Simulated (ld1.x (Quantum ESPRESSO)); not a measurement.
**Varying the TM semilocal potential for P (Z = 15)**

Base potential:

- Element: P (Z = 15)
- Generator: ld1.x (Quantum ESPRESSO) 7.5
- Type: norm-conserving Troullier–Martins (semilocal form)
- Functional: LDA (PZ)
- Relativity: non-relativistic
- Frozen core: [Ne]
- Valence charge: 5
- Reference configuration: 3s2 3p1 (charge +2)
- Partial waves: 3s (bound): rc 1.55 bohr; 3p (bound): rc 1.45 bohr
- Local potential: the p channel
- Core correction: none

All-electron outer shells of the reference configuration (LDA (PZ), non-relativistic, ld1.x):

```tsv
shell	level (eV)	outermost node (bohr)	outermost maximum (bohr)
3s	-33.92	0.66	1.52
3p	-24.41	0.63	1.68
```

Cutoffs, loose and tight: the cutoffs (Ry, on a coarse ladder) from which the occupation-weighted sum of valence levels, in a spherical-Bessel basis at the reference potential, stays within 10 and 1 mRy of its value at 400 Ry. They do not see the model core or the augmentation charge, which bear on the density cutoff. Test errors are all-electron minus pseudo excitation energies from the reference, over the configurations 3s2 3p3; 3s2 3p2; 3s2 3p0; 3s2 3p3.3; 3s2 3p2.5; 3s1 3p3; 3s1 3p4 (two spin-polarised tests are not counted in the largest error). A dash means not determined; rows that change the core or the reference have their own tests.

A semilocal file is local in each channel, so a ghost entry of none says nothing of the separable form that plane-wave codes build from it.

```csv
change,outcome,"cutoff, loose","cutoff, tight",bound ghosts,largest test error (meV)
base,generated,35 Ry,50 Ry,none,+44
"all radii scaled by about 0.93 (s 1.44, p 1.34 bohr)",generated,45 Ry,70 Ry,none,+44
"all radii scaled by about 1.03 (s 1.60, p 1.50 bohr)",generated,35 Ry,50 Ry,none,+44
"all radii scaled by about 1.16 (s 1.80, p 1.68 bohr)",generated,25 Ry,45 Ry,none,+49
"all radii scaled by about 1.27 (s 1.96, p 1.84 bohr)",generated,18 Ry,40 Ry,none,+56
```

**Question.** What comes out with this change to the base: all radii scaled by about 1.34 (s 2.08, p 1.94 bohr)?

**Answer.** outcome: generated; cutoff, loose: 15 Ry; cutoff, tight: 35 Ry; bound ghosts: none; largest test error (meV): +67.

**Question.** What comes out with this change to the base: all radii scaled by about 0.75 (s 1.16, p 1.08 bohr)?

**Answer.** outcome: generated; cutoff, loose: 120 Ry; cutoff, tight: 230 Ry; bound ghosts: none; largest test error (meV): +62.

Reading the sweep of the scale of all radii (base = 1) (base included, trends over the rows without a ghost): The loose cutoff falls from 120 Ry at 0.75 to 15 Ry at 1.34. A larger radius leaves more room for a smooth pseudo-wave, so fewer plane waves are needed; a smaller one forces it to follow the all-electron wave where it bends sharply. The median size of the test errors (rows with all tests solved) rises from 39.1 meV at 0.75 to 54.2 meV at 1.34, with one reversal. More of the atom is replaced by a form fitted at one configuration, so other configurations suffer as the radius grows.
